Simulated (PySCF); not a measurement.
C8H8N3 (charge -1).
SMILES with atom numbers: `[N:1]#[C:2][c:3]1[cH:4][n:5][n-:6][c:7]1[CH:8]1[CH2:9][CH2:10][CH2:11]1`

Probes without a nucleus sit at each ring's centroid and 1 Å off its mean plane on both sides; NICS is minus the shielding there, NICSzz its component along the normal. Level: GIAO PBE0/pcSseg-1 (PySCF, non-relativistic, gas phase) on the GFN2-xTB geometry, one conformer.

Rings: 1. C3–C4–N5–N6–C7; 2. C8–C9–C10–C11.

```tsv
set	NICS(0)	NICS(1), two faces	NICS(1)zz, two faces
P	-11.2	-12.0 / -12.1	-29.2 / -29.4
Q	0.7	0.2 / 0.7	3.6 / 4.0
```

Task: Which set (ppm) belongs to which ring?

Result: P = 1, Q = 2.
- 1 (5-membered ring with 2 N; formal bonds all aromatic): mean NICS(1)zz -29.3 ppm, shielded. For a flat ring without four-coordinate atoms the NICS criterion counts such a value as aromatic.
- 2 (4-membered carbocycle; formal bonds all single): mean NICS(1)zz 3.8 ppm, deshielded. C8, C9, C10, C11 have four or more neighbours; no verdict on aromaticity is drawn.

Task: How do the rings differ in shape?

Result: 
```csv
ring,bond lengths (Å),rms pucker (Å),HOMA,nearest outside atom to a NICS(1) probe (Å)
1,"1.411, 1.321, 1.343, 1.327, 1.419",0.00,0.89,hydrogen 2.44
2,"1.547, 1.533, 1.533, 1.546",0.09,–,hydrogen 1.48
```

HOMA = 1 − mean of α(R − Ropt)² over the ring bonds, with Krygowski's 1993 parameters (CC: Ropt 1.388 Å, α 257.7 Å⁻²; CN: Ropt 1.334 Å, α 93.52 Å⁻²; NN: Ropt 1.309 Å, α 130.33 Å⁻²). A dash marks a ring with a four-coordinate atom, a triple bond, no multiple bond or a kind of bond without parameters.

On one thread, Arm Neoverse N1, on a shared host, this took 1.7 min (with the writing of density and orbital grids). This is the whole shielding run at PBE0/pcSseg-1, SCF included.

Shape of the structure used: `[N:1]#[C:2][c:3]1[cH:4][n:5][n-:6][c:7]1[CH:8]1[CH2:9][CH2:10][CH2:11]1`: N6–C7–C8–C9 54°.
